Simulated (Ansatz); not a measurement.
`CSB[TeH]` + `N[CH2][GeH2][OH]` → `NCB[TeH]` + `C[S][GeH2][OH]`  (redistribution)

Computed with Ansatz on PBE0-D4/def2-TZVP structures; ΔE is electronic, products minus reactants. CCSD(T)/CBS is the MP2 limit (def2-TZVPP, def2-QZVPP) plus CCSD(T) − MP2 in def2-TZVPP, frozen cores. def2 core potentials past Kr. For Ge, Te outer-core shells are correlated without core-valence functions, which leaves a few kJ/mol of doubt a bond. Scalar relativity is left out up to krypton. One conformer a species, not always the lowest.

```json
{"species": "`CSB[TeH]`", "CCSD/CBS(def2) energy (Eh)": "-731.35755"}
{"species": "`N[CH2][GeH2][OH]`", "CCSD/CBS(def2) energy (Eh)": "-2248.22910"}
{"species": "`NCB[TeH]`", "CCSD/CBS(def2) energy (Eh)": "-388.85011"}
{"species": "`C[S][GeH2][OH]`", "CCSD/CBS(def2) energy (Eh)": "-2590.72874"}
```

Q: Work out ΔE.

A: ΔE = (-388.85011) + (-2590.72874) − (-731.35755) − (-2248.22910) = 0.00780 Eh = +4.9 kcal/mol. CCSD(T)/CBS gives +5.3 kcal/mol.

Largest T1 diagnostic among the species: 0.013.

In def2-TZVPP, CCSD(T) changes the Hartree–Fock value by +2.8 kcal/mol (the triples alone add +0.4 kcal/mol) and MP2 by +3.7 kcal/mol.
